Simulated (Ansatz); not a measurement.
Program: Ansatz. Geometries: PBE0-D4/def2-TZVP. ΔE: electronic, gas phase. CBS: MP2 limit from def2 TZ/QZ plus the TZ coupled-cluster correction, frozen cores. This one scheme is used for every species. DFT in def2-TZVPP. No spin–orbit coupling; open shells (•) take unrestricted orbitals. One conformer a species, not always the lowest.

Consider the hydrogen abstraction from the Si–H bond: `C[SiH2][SiH2]C` + `[OH]`• → `C[SiH][SiH2]C`• + H₂O.

```csv
level,ΔE (kJ/mol)
PBE,-149.4
MP2/def2-TZVPP,-148.9
CCSD/def2-TZVPP,-118.7
CCSD(T)/def2-TZVPP,-125.0
```

Task: What does CCSD(T)/CBS give? (An estimate is asked.)

Result: Ansatz gave: -133.4 kJ/mol. The listed levels differ from it by -16.0, -15.5, 14.7, 8.4 kJ/mol.

Largest T1 diagnostic among the species: 0.013.

From PBE to PBE0 (25 % exact exchange), in def2-TZVPP and without D4, ΔE moves by +16.2 kJ/mol. In def2-TZVPP, CCSD(T) changes the Hartree–Fock value by −70.7 kJ/mol (the triples alone add −6.2 kJ/mol) and MP2 by −94.7 kJ/mol.

CCSD(T)/CBS has its own doubt, a few kJ/mol and more with outer-core shells, so smaller differences from it don't rank the levels.
